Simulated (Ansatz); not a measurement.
# Ligand exchange: C3H6Ge + SnCl4 → C2H3ClGe + Sn(CH3)Cl3

Species: C3H6Ge `C#[C][GeH2][CH3]`, singlet; SnCl4 (tin tetrachloride) `[Cl][Sn]([Cl])([Cl])[Cl]`, singlet; C2H3ClGe `C#[C][GeH2][Cl]`, singlet; Sn(CH3)Cl3 (methyltin trichloride), singlet. The partners trade CH3 for Cl: Ge–CH3 and Sn–Cl bonds give way to Ge–Cl and Sn–CH3.

Shapes, held fixed at every level: PBE0-D4/def2-TZVP. Programs: Ansatz 0.2.0. Electronic energies: no zero-point or thermal term.

```
              level                    kind  ΔE (kJ/mol)  less CCSD(T)/def2-TZVPP  CPU time (sum over the molecules)
      HF/def2-TZVPP            Hartree–Fock        -11.6                     -0.7                                  –
  PBE-D4/def2-TZVPP                     GGA         -8.1                     +2.8                               30 s
B3LYP-D4/def2-TZVPP           global hybrid         -8.9                     +2.0                               68 s
 wB97M-V/def2-TZVPP  range-separated hybrid         -9.1                     +1.8                            2.6 min
  B2PLYP/def2-TZVPP           double hybrid        -10.5                     +0.4                               78 s
      CCSD/def2-SVP   coupled cluster or CI         -3.1                     +7.8                                  –
 CCSD(T)/def2-TZVPP   coupled cluster or CI        -10.9                      0.0                             18 min
```

The highest level, CCSD(T)/def2-TZVPP, gives ΔE = -10.9 kJ/mol; the levels span -11.6 to -3.1. The column of differences is taken from that level and isn't an error. No measured value is set beside it here. For atoms past krypton def2 sets carry core potentials with scalar relativity. Relativity is left out for Ge. Outer-core shells of Ge, Sn are correlated in most correlated rows, in sets that cover them unevenly. Times are processor times on shared x86 and Arm servers, and rough.
